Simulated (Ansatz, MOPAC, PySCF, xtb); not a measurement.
Pair of molecules: SiH4 (SMILES [SiH4]) (first 5 atoms) with C2H6 (SMILES CC); geometry from B3LYP-D3(BJ)/def2-TZVP, rigid monomers moved along the line of their centres of mass till Si1···C6 is 4.32 Å.
(charge 0, multiplicity 1):
```xyz
13

Si    -0.0194     0.3052     0.2851
H     -1.4907     0.4006     0.4108
H      0.4357    -1.0132     0.7795
H      0.6167     1.3767     1.0833
H      0.3647     0.4569    -1.1369
C     -0.7237    -0.1828     4.5150
C      0.7563    -0.3425     4.8486
H     -1.0651    -0.9664     3.8356
H     -0.9222     0.7788     4.0375
H     -1.3419    -0.2360     5.4132
H      0.9532    -1.3035     5.3278
H      1.0964     0.4413     5.5282
H      1.3741    -0.2900     3.9503
```

```json
[
 {"level": "PM7", "interaction energy (meV)": "-14.4", "cost": "-"},
 {"level": "GFN2-xTB", "interaction energy (meV)": "-40.8", "cost": "-"},
 {"level": "HF/STO-3G (no counterpoise)", "interaction energy (meV)": "1.7", "cost": "-"},
 {"level": "HF/3-21G (no counterpoise)", "interaction energy (meV)": "-12.9", "cost": "-"},
 {"level": "HF/aug-cc-pV(D+d)Z", "interaction energy (meV)": "5.4", "cost": "-"},
 {"level": "PBE-D3(BJ)/def2-TZVPPD", "interaction energy (meV)": "-46.6", "cost": "×1"},
 {"level": "PBE-D4/def2-TZVPPD", "interaction energy (meV)": "-46.2", "cost": "×1"},
 {"level": "r2SCAN-D3(BJ)/def2-TZVPPD", "interaction energy (meV)": "-34.1", "cost": "×1"},
 {"level": "B3LYP-D3(BJ)/def2-TZVPPD", "interaction energy (meV)": "-37.8", "cost": "×1"},
 {"level": "PBE0/def2-TZVPPD", "interaction energy (meV)": "-11.0", "cost": "×1"},
 {"level": "PBE0-D3(BJ)/def2-TZVPPD", "interaction energy (meV)": "-44.3", "cost": "×1"},
 {"level": "wB97M-V/def2-TZVPPD", "interaction energy (meV)": "-32.4", "cost": "×3"},
 {"level": "MP2/6-31G* (no counterpoise)", "interaction energy (meV)": "-23.7", "cost": "-"},
 {"level": "CCSD(T)/aug-cc-pV(D+d)Z", "interaction energy (meV)": "-31.0", "cost": "×8"}
]
```

The rows run from -46.6 (PBE-D3(BJ)/def2-TZVPPD) to 5.4 meV (HF/aug-cc-pV(D+d)Z). The dispersion term adds -33.3 in PBE0-D3(BJ).

Interaction energies are E(AB) − E(A) − E(B) at the monomers' geometry in the complex; basis-set methods are counterpoise corrected. Rows marked so take none.

Cores are frozen in the correlated methods. Rows in 3-21G, 6-31G*, STO-3G carry no dispersion term and start afresh at each structure (6-31G* with six Cartesian d functions). MP2/6-31G* freezes PySCF's default core. The state that PM7 reach isn't checked; PM7 holds dispersion and hydrogen-bond terms.

The values were computed with Ansatz (a program for electronic structure) with Gaussian orbitals; MOPAC for PM7 (differences of heats of formation); PySCF for 3-21G rows, 6-31G* rows, STO-3G rows, the dispersion terms; xtb for the GFN methods. 

Costs are rough ratios of core time to PBE/def2-TZVPPD (about 10 s over the structures, on one shared machine); a dash marks a level with no comparable run of its own.
